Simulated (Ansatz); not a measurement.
`[NH2][Ga]([SiH3])[BH]F` + H₂ → `[NH2][GaH][SiH3]` + `BF` at 500 K and 1 bar (hydrogenolysis of a Ga–B bond).

Calculated with Ansatz (gas phase, PBE0-D4/def2-TZVP geometries, no zero-point term in ΔE). CCSD(T)/CBS adds triple-zeta CCSD(T) − MP2 to the extrapolated MP2 energy (def2 sets, frozen cores). This one scheme is used for every species. For Ga outer-core shells are correlated without core-valence functions, which leaves a few kJ/mol of doubt a bond. Scalar relativity is left out up to krypton. One conformer a species, not always the lowest.

```tsv
species	CCSD(T)/CBS energy (Eh)	H − E (kJ/mol)	S (J/(mol·K))
`[NH2][Ga]([SiH3])[BH]F`	-2395.97161	229.0	491.9
H₂	-1.17544	41.0	145.5
`[NH2][GaH][SiH3]`	-2271.34304	193.2	399.9
`BF`	-125.82039	77.9	244.4
```

H − E and S are ideal-gas, rigid-rotor, harmonic terms from PBE0-D4/def2-TZVP, for one conformer and one mirror image of each species. For small species the MP2-based limit differs from directly extrapolated CCSD(T) by up to some mEh (0.8 for H₂); such offsets cancel only in part. 1 Eh = 2625.50 kJ/mol, R = 8.31446 J/(mol·K).

By hand: ΔE, ΔH, ΔS and ΔG.

ΔE = (-2271.34304) + (-125.82039) − (-2395.97161) − (-1.17544) = -0.01638 Eh = -43.0 kJ/mol. Δ(H − E) = 193.2 + 77.9 − 229.0 − 41.0 = 1.1, so ΔH = -41.9 kJ/mol. ΔS = 399.9 + 244.4 − 491.9 − 145.5 = 6.9 J/(mol·K). ΔG = -41.9 − 500 × (6.9)/1000 = -45.4 kJ/mol.

By hand: the equilibrium constant, and the temperature at which ΔG would vanish if ΔH and ΔS stayed fixed.

log₁₀ K = −ΔG/(RT ln 10) = 4.7. ΔH and −TΔS have one sign here, so there is no such temperature.

The number of gas molecules stays the same, so ΔS is small and ΔH decides. A doubt of 5 kJ/mol in ΔE shifts log₁₀ K by 0.5 here. Other conformers and mirror images would add mixing entropy, several J/(mol·K) or more a flexible species. Modes under 60 cm⁻¹, often nearly free rotors, make the harmonic entropy too high. These are equilibria of isolated gas molecules and say nothing of rates. Largest T1 diagnostic: 0.015 (customary marks: 0.02 for closed shells, 0.045 for open ones).

ΔS is within the doubt of such terms, so its sign, and with it that verdict, could turn.
